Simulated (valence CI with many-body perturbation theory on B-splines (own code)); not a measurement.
**Hyperfine factors and g values of Tb LXI**

Calculated by valence CI with perturbative core correlation (CI+MBPT): three valence electrons over a frozen Dirac-Fock core [He], a basis of 11 s, 11 p, 10 d, 8 f, 5 g, 2 h functions for each j, with the one-electron correlation potential Σ1, the two-electron term Σ2, the three-electron term Σ3, Breit, model QED; selected CI, second order for the rest, scaled by the run's own slope (own B-spline code, finite nucleus).

The last digits are not significant, and no measured levels were compared; by estimate large intervals hold to a few tenths of a per cent, small ones and those within an open d or f shell to about a per cent.

A/g_I is the dipole constant over the nuclear g factor μ/I (μ in nuclear magnetons, uniformly magnetised nucleus), B/Q the quadrupole constant per barn. Both hold the static response of the core; the bare values leave it out. Large factors of s and p1/2 electrons are usually good to 5 to 10 %; those of open d and f shells near neutrality can be off by tens of per cent, and small factors of p3/2, d and f electrons come from cancelling terms and can be off by a factor of two or in sign, in half-filled shells by more. B is blank for J = 1/2, where it vanishes, and for nearly pure S terms. Energies count from the lowest level.

Levels are named by their leading jj configuration (3d3/2^4 stands for four electrons in 3d with j = 3/2), which in mixed levels can hold well under half, so a name can repeat and another be missing. Letters in brackets count levels of one name in rising energy.

```csv
Level,E (× 10³ cm⁻¹),g,A/g_I (MHz),A/g_I bare,B/Q (MHz/b),B/Q bare
(2s^2 2p1/2) J=1/2,0.00,0.628,4310000,4290000,,
(2s 2p1/2^2) J=1/2,1761.0,2.077,1.31e+07,1.30e+07,,
(2s^2 2p3/2) J=3/2,6567.0,1.306,562000,575000,1090000,1100000
(2s 2p1/2 2p3/2) J=3/2 [a],7798.6,1.633,3240000,3220000,861000,863000
(2s 2p1/2 2p3/2) J=5/2,8099.9,1.323,3840000,3810000,890000,891000
(2s 2p1/2 2p3/2) J=1/2,8592.5,1.255,-4770000,-4680000,,
(2s 2p1/2 2p3/2) J=3/2 [b],8606.5,0.974,40500,67000,594000,595000
(2p1/2^2 2p3/2) J=3/2,10452,1.328,518000,545000,1040000,1050000
(2s 2p3/2^2) J=5/2,14510,1.417,3120000,3100000,201000,201000
(2s 2p3/2^2) J=1/2,15257,1.911,1.33e+07,1.31e+07,,
(2s 2p3/2^2) J=3/2,15264,1.177,-1980000,-1930000,-150000,-150000
(2p1/2 2p3/2^2) J=3/2,16687,1.438,-222000,-186000,77800,77900
(2p1/2 2p3/2^2) J=5/2,16864,1.170,1290000,1310000,-3660,-3660
(2p1/2 2p3/2^2) J=1/2,17254,0.628,4330000,4290000,,
(2p3/2^3) J=3/2,23562,1.288,546000,570000,-1120000,-1120000
(2s^2 3s) J=1/2,63529,1.987,3920000,3880000,,
(2s^2 3p1/2) J=1/2,64122,0.665,1290000,1280000,,
(2s 2p1/2 3s) J=1/2 [a],64707,2.359,7480000,7400000,,
(2s 2p1/2 3s) J=3/2,64899,1.543,7110000,7040000,-108000,-108000
(2s 2p1/2 3s) J=1/2 [b],65109,0.716,6830000,6770000,,
(2s 2p1/2 3p1/2) J=1/2 [a],65208,0.266,-794000,-769000,,
(2s 2p1/2 3p1/2) J=3/2,65410,1.101,6290000,6230000,-110000,-110000
(2s 2p1/2 3p1/2) J=1/2 [b],65708,1.939,1.34e+07,1.32e+07,,
(2s^2 3p3/2) J=3/2,66069,1.325,228000,232000,322000,322000
(2s^2 3d3/2) J=3/2,66483,0.790,124000,124000,59700,60200
(2p1/2^2 3s) J=1/2,66819,1.926,3000000,2960000,,
(2s^2 3d5/2) J=5/2,67011,1.192,122000,121000,87500,88200
(2s 2p1/2 3p3/2) J=3/2 [a],67231,1.394,648000,646000,321000,322000
(2p1/2^2 3p1/2) J=1/2,67311,0.637,967000,962000,,
(2s 2p1/2 3p3/2) J=5/2,67462,1.321,3540000,3510000,205000,205000
(2s 2p1/2 3p3/2) J=3/2 [b],67484,1.245,1990000,1980000,155000,155000
(2s 2p1/2 3p3/2) J=1/2,67551,1.381,-4780000,-4720000,,
(2s 2p1/2 3d3/2) J=3/2 [a],67556,0.566,-1150000,-1130000,68600,69100
(2s 2p1/2 3d3/2) J=5/2,67775,1.015,3480000,3450000,-36600,-36300
(2s 2p1/2 3d3/2) J=3/2 [b],67910,1.181,3520000,3480000,88200,88400
(2s 2p1/2 3d3/2) J=1/2,67956,0.437,-5370000,-5320000,,
(2s 2p1/2 3d5/2) J=5/2 [a],68176,1.311,918000,906000,71000,71700
(2s 2p1/2 3d5/2) J=7/2,68381,1.229,2550000,2530000,-48600,-48100
(2s 2p1/2 3d5/2) J=5/2 [b],68471,1.068,279000,280000,156000,157000
(2s 2p1/2 3d5/2) J=3/2,68474,1.100,-3260000,-3230000,28900,29200
```

**Question.** Take the isotope of mass number 157, with I = 3/2, μ = 2.03 μN and Q = 1.4 b. What is the hyperfine structure of (2s^2 2p3/2) J=3/2?

**Answer.** From the table A = 761000 MHz, B = 1530000 MHz. Shifts from the centre of gravity in MHz: F = 0: -941000, F = 1: -1710000, F = 2: -1720000, F = 3: 2090000.
